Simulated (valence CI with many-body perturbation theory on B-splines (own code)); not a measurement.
Values are calculated unless marked as measured or tabulated.
Run record, Tc XXXI

The program does CI of the valence electrons with many-body perturbation theory for a frozen closed Dirac-Fock core.

Command, and the settings that its task file holds:

```sh
python run_cv.py task.json out
```

```
atom Tc  Z=43  mass_number=97  rms_radius_fm=4.4112
core [Ne]
valence 3s2 3p1
avg = 1
basis = S
breit = 1
cap = 10000
capref = 1200
cscale = 1
de = 0.0
dress = 0
eps = 2e-08
extrap = 1
h = 0.27
hh = 1
l2 = 3
lcore = 6
maxit = 60
n2 = 5
natural = 1
nlev = 20
nno = [3, 3, 3, 2, 1]
nroot = 26
ns = 4
nsp = [3, 3, 2, 1, 0]
pt2 = 1
qed = 1
rpa = 1
s1 = 1
s2 = 1
s3 = 1
screen = 1
tol = 2e-05
whole = 1
```

Log. The first blocks belong to the next ion, which gives the ionisation energy. Fields: 2J, parity (1 odd), roots, reference size, generating configurations, candidates as configurations/state functions, variational space P, stored matrix elements, Davidson steps; e2 is the range of second-order energies in hartree. The first line gives the box (bohr), its intervals, the orbitals and the steps of their self-consistent field. Window is the range of levels sought, series limit the energy at which the first omitted orbital would enter, core excitation an estimate of the first excitation out of the core, left out the lowest levels not solved, and shifts from estimates the range by which levels moved from their first estimate, all in cm⁻¹.

```
rmax 2.7 intervals 57 orbitals 36 references ['3s2 3p', '3s 3p2', '3s2 3d', '3p3', '3s 3p 3d'] scf 3 t 0.6
2J=0 par=0 roots 2 ref 15 generators 4 cand 92/92 P 107/107 nnz 0 it 0
   second order: generators 7 cand 0/0 e2 -0.00000 -0.00000
reference levels 467, estimated 43, window 1710119 1/cm; series limit 9366676, core excitation 20369547
2J=1 par=1 roots 4 ref 37 generators 9 cand 22/37 P 1039/1543 nnz 0 it 3
2J=1 par=1 roots 4 ref 37 generators 10 cand 78/125 P 1117/1668 nnz 0 it 4
   second order: generators 16 cand 457/685 e2 -0.00000 -0.00000
2J=3 par=1 roots 6 ref 60 generators 13 cand 41/99 P 1203/2471 nnz 0 it 3
2J=3 par=1 roots 6 ref 60 generators 14 cand 95/240 P 1298/2711 nnz 1.2e+06 it 4
   second order: generators 18 cand 748/1668 e2 -0.00000 -0.00000
2J=1 par=0 roots 3 ref 47 generators 9 cand 170/254 P 850/1247 nnz 0 it 0
2J=1 par=0 roots 3 ref 47 generators 10 cand 151/244 P 1001/1491 nnz 0 it 4
   second order: generators 13 cand 528/799 e2 -0.00000 -0.00000
2J=3 par=0 roots 5 ref 73 generators 11 cand 92/197 P 1108/2241 nnz 0 it 4
2J=3 par=0 roots 5 ref 73 generators 12 cand 163/370 P 1271/2611 nnz 1.1e+06 it 5
   second order: generators 20 cand 755/1765 e2 -0.00000 -0.00000
2J=5 par=0 roots 4 ref 71 generators 12 cand 47/129 P 1141/2437 nnz 0 it 3
2J=5 par=0 roots 4 ref 71 generators 13 cand 125/331 P 1266/2768 nnz 1.3e+06 it 4
   second order: generators 18 cand 800/2234 e2 -0.00001 -0.00000
2J=5 par=1 roots 4 ref 55 generators 9 cand 62/186 P 1187/2666 nnz 1.2e+06 it 3
2J=5 par=1 roots 4 ref 55 generators 11 cand 73/212 P 1260/2878 nnz 1.4e+06 it 5
   second order: generators 15 cand 811/2096 e2 -0.00000 -0.00000
2J=7 par=1 roots 2 ref 36 generators 3 cand 44/120 P 972/2074 nnz 0 it 3
2J=7 par=1 roots 2 ref 36 generators 7 cand 93/262 P 1065/2336 nnz 0 it 3
   second order: generators 7 cand 135/320 e2 -0.00000 -0.00000
2J=9 par=1 roots 1 ref 14 generators 1 cand 151/343 P 636/1260 nnz 0 it 0
2J=9 par=1 roots 1 ref 14 generators 2 cand 92/193 P 728/1453 nnz 0 it 4
   second order: generators 7 cand 432/1079 e2 -0.00000 -0.00000
left out: unestimated 2474136, estimated 1870358, shifts from estimates -1 to 0
```

Problem. What became of the run, and why?

Solution. It gave no result: the setting left no core shell for the response of the core. The program said: "need at least one array to concatenate".
